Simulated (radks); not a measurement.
The numbers below are computed, except where a source is named.
Removal energies from the niobium ion Nb+, [Kr] 4d4, by Delta-SCF beside the eigenvalue of the level emptied. Code: a radial shooting solver on a logarithmic mesh with Libxc functionals. Model: scalar-relativistic Kohn-Sham, PBE, spin-polarised, spherical densities, finite nucleus; Fermi nuclear charge, rms radius of each element as measured or else 0.836 A^(1/3) + 0.57 fm. Open shells are filled with parallel spins first.

removed from,final configuration,Delta-SCF (eV),-eigenvalue (eV)
4d,[Kr] 4d3,14.922,10.150
4p,[Ar] 3d10 4s2 4p5 4d4,44.970,39.323
4s,[Ar] 3d10 4s1 4p6 4d4,69.351,63.320
3d,[Ar] 3d9 4s2 4p6 4d4,216.93,202.04
